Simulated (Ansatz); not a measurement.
Compare A (`CO[SiH2]BO`) with its isomer B (`BOCO[SiH3]`).

Computed with Ansatz on PBE0-D4/def2-TZVP structures; ΔE is electronic, products minus reactants. CCSD(T)/CBS is the MP2 limit (def2-TZVPP, def2-QZVPP) plus CCSD(T) − MP2 in def2-TZVPP, frozen cores. DFT in def2-TZVPP. B3LYP here is the variant with VWN-RPA as its local correlation; programs differ in this. Each species was taken in one conformer, which may not be the lowest.

Question: Which is lower in electronic energy at CCSD(T)/CBS, and by how much? (An estimate is asked.)

Answer: Computed: A, by 34.6 kJ/mol.

Question: Give E(B) − E(A) in kJ/mol with B3LYP-D4, B3LYP, PBE-D4, r2SCAN-D4, PBE0-D4, HF/def2-TZVPP, B2PLYP. (Estimate.)

Answer: Computed: B3LYP-D4 31.3, B3LYP 31.5, PBE-D4 44.6, r2SCAN-D4 36.3, PBE0-D4 40.5, HF/def2-TZVPP 10.5, B2PLYP 30.1. None reverses the order clearly.

Largest T1 diagnostic: 0.013.

From PBE to PBE0 (25 % exact exchange), in def2-TZVPP and without D4, E(B) − E(A) moves by −4.1 kJ/mol. In def2-TZVPP, CCSD(T) changes the Hartree–Fock value by +20.6 kJ/mol (the triples alone add +1.5 kJ/mol) and MP2 by +19.9 kJ/mol.
